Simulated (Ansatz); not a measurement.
Total energies of CH8BNO3 (`C[NH2+][B-](O)(O)O`).

```xyz
14

C     1.417   -1.038    0.059
N    -0.043   -0.934   -0.012
B    -0.642    0.658   -0.025
O    -0.173    1.186   -1.270
O    -2.058    0.446    0.047
O    -0.068    1.265    1.138
H     1.752   -2.077    0.081
H     1.749   -0.518    0.956
H     1.834   -0.535   -0.811
H    -0.399   -1.374   -0.855
H    -0.485   -1.398    0.775
H     0.363    1.962   -1.102
H    -2.476    0.839   -0.721
H    -0.771    1.517    1.738
```

Total charge 0; spin multiplicity 1. The structure was optimised at the PBE0-D4/def2-TZVP level. It is one conformer, not always the lowest. Basis def2-TZVPP, Ansatz 0.2.0.

RPA on PBE orbitals: Hartree–Fock energy of these orbitals -346.49898 Eh, correlation -1.93419 Eh (frozen core).

```csv
functional,energy without D4 (Eh),D4 term (kJ/mol)
PBE,-348.10109,-25.0
revPBE,-348.38610,-87.6
BLYP,-348.40838,-56.2
r2SCAN,-348.32840,-6.4
B97M-V,-348.44150,–
r2SCANh,-348.31064,-6.7
r2SCAN0,-348.28526,-7.3
HSE06 (plane-wave form),-348.10405,-19.2
CAM-B3LYP,-348.38137,-20.7
LC-ωPBE,-348.31017,–
ωB97X-V,-348.39978,–
ωB97M-V,-348.38688,–
B2PLYP,-348.26025,–
PBE-QIDH,-348.08285,–
```

Question: Give the same for LDA (SPW92), PBE0, B3LYP, BHLYP. (An estimate is asked.)

Answer: Ansatz gave: 
```csv
functional,energy without D4 (Eh),D4 term (kJ/mol)
LDA (SPW92),-345.77914,–
PBE0,-348.12129,-20.9
B3LYP,-348.52053,-39.7
BHLYP,-348.32991,-26.8
```

B3LYP takes the VWN-RPA correlation (the form of Gaussian; ORCA's B3LYP/G). HSE06 is the plane-wave form, built on full-range PBE exchange. The double hybrids freeze the cores in their second-order part.

LC-ωPBE has ω = 0.4 bohr⁻¹.
